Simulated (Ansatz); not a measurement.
`NB(F)Br` + H₂O → `OB(F)Br` + NH₃  (formal hydrolysis of a B–N bond)

Isolated molecules relaxed with PBE0-D4/def2-TZVP in Ansatz; ΔE leaves out vibrations. CCSD(T)/CBS adds triple-zeta CCSD(T) − MP2 to the extrapolated MP2 energy (def2 sets, frozen cores). This one scheme is used for every species. DFT in def2-TZVPP. B3LYP here is the variant with VWN-RPA as its local correlation; programs differ in this. For Br outer-core shells are correlated without core-valence functions, which leaves a few kJ/mol of doubt a bond. Scalar relativity is left out up to krypton. Each species was taken in one conformer, which may not be the lowest.

```json
{"level": "LDA (SPW92)", "ΔE (kJ/mol)": "-11.2", "difference from CCSD(T)/CBS": "0.5"}
{"level": "PBE-D4", "ΔE (kJ/mol)": "-13.0", "difference from CCSD(T)/CBS": "-1.3"}
{"level": "revPBE-D4", "ΔE (kJ/mol)": "-12.4", "difference from CCSD(T)/CBS": "-0.7"}
{"level": "B3LYP-D4", "ΔE (kJ/mol)": "-13.5", "difference from CCSD(T)/CBS": "-1.8"}
{"level": "r2SCAN0-D4", "ΔE (kJ/mol)": "-14.5", "difference from CCSD(T)/CBS": "-2.8"}
{"level": "PBE-QIDH", "ΔE (kJ/mol)": "-12.8", "difference from CCSD(T)/CBS": "-1.1"}
{"level": "r2SCAN", "ΔE (kJ/mol)": "-16.5", "difference from CCSD(T)/CBS": "-4.8"}
{"level": "MP2/def2-TZVPP", "ΔE (kJ/mol)": "-13.0", "difference from CCSD(T)/CBS": "-1.3"}
{"level": "MP2/def2-QZVPP", "ΔE (kJ/mol)": "-11.2", "difference from CCSD(T)/CBS": "0.5"}
{"level": "MP2/CBS(def2)", "ΔE (kJ/mol)": "-9.8", "difference from CCSD(T)/CBS": "1.9"}
{"level": "CCSD(T)/CBS", "ΔE (kJ/mol)": "-11.7", "difference from CCSD(T)/CBS": "0"}
```

Largest T1 diagnostic among the species: 0.010.

Leaving LDA and LC-ωPBE aside and taking each functional with its dispersion term where it has one, the values, not all of them listed here, spread over 8.3 kJ/mol, from B97M-V to PBE0-D4. At CCSD(T), def2-SVP lies −9.7 kJ/mol from the extrapolated value and def2-TZVPP −3.1 kJ/mol. In def2-TZVPP, CCSD(T) changes the Hartree–Fock value by +3.3 kJ/mol (the triples alone add −0.2 kJ/mol) and MP2 by +5.2 kJ/mol.
